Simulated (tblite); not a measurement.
Run record: tight-binding relaxation, `C=C(C)[C@H](C)[Al]([Cl])[Br]`.

Computed with GFN2-xTB geometry optimisation, gas phase (tblite 0.8.0). Start geometry: from a force field or distance geometry. A driver script takes a list of jobs; this job's settings line and coordinates (Å) are shown.

Command:
```bash
OMP_NUM_THREADS=1 python probes_run.py task.json out
```

Input:
```
{"job": {"kind": "relax", "xc": "GFN2-xTB", "basis": "xTB"}, "charge": 0, "multiplicity": 1}
C     -0.668500     1.100100     1.252900
C     -0.755500     0.356400     0.149600
C     -2.046300    -0.162100    -0.340000
C      0.499800     0.017300    -0.594300
C      0.652700    -1.489200    -0.603900
Al     2.074800     0.855900     0.251100
Cl     2.763400     2.838900    -0.461100
Br     3.369300    -0.379400     1.824100
H      0.284900     1.463500     1.607900
H     -1.566100     1.371200     1.825600
H     -2.893100     0.023000     0.349100
H     -2.262300     0.425900    -1.282300
H     -1.960000    -1.243700    -0.527700
H      0.337100     0.374900    -1.632900
H      0.091800    -1.980900     0.227000
H      0.327400    -1.841500    -1.584100
H      1.743500    -1.718300    -0.470800
```

Output:
```
step      E/eV     max force
  0    -682.40891    2.288
  1    -682.66080    1.665
  2    -682.83059    1.335
  3    -682.89689    0.592
  4    -682.92799    0.494
  5    -682.94779    0.402
  6    -682.96103    0.357
  7    -682.96973    0.313
  8    -682.97608    0.241
  9    -682.98003    0.139
... (119 lines left out)
129    -683.11430    0.036
130    -683.11455    0.031
131    -683.11468    0.032
132    -683.11475    0.013
133    -683.11478    0.010
134    -683.11481    0.014
135    -683.11484    0.012
136    -683.11487    0.013
137    -683.11489    0.011
138    -683.11491    0.010
```

«max force» is the largest atomic force in eV/Å.

Q: From which step on does the largest force stay under 0.1 eV/Å, and how much energy is left to gain from there?

A: From step 52 (0.081 eV/Å), 31.2 meV above the end.

Main results: energy lowered by 16.3 kcal/mol over 138 steps; largest atomic force 0.010 eV/Å at the end.

Q: Where do the atoms end?

A: 0.631 Å rms from the input after alignment:
```
atom  x, y, z in Å
C1    -0.6883    0.8123    1.3434
C2    -0.7435    0.3407    0.1080
C3    -2.0269    0.2267   -0.6538
C4     0.5012   -0.1475   -0.5937
C5     0.7380   -1.6381   -0.2839
Al6    1.9891    0.9986    0.1367
Cl7    2.0131    3.0239    0.0673
Br8    3.7974   -0.0942    0.9613
H9     0.2719    0.8832    1.8616
H10   -1.5517    1.1151    1.9089
H11   -2.8763    0.5198   -0.0427
H12   -1.9900    0.8669   -1.5350
H13   -2.1740   -0.7972   -0.9948
H14    0.3305   -0.0630   -1.6758
H15    0.8839   -1.7939    0.7847
H16   -0.1096   -2.2446   -0.6030
H17    1.6280   -1.9967   -0.7995
```

Q: Estimate the wall time. Hardware: one thread of an Arm Neoverse N1, on a shared host.

A: About 2.4 s.
Labels such as C1 count atoms from 1, the log's own numbers from 0.
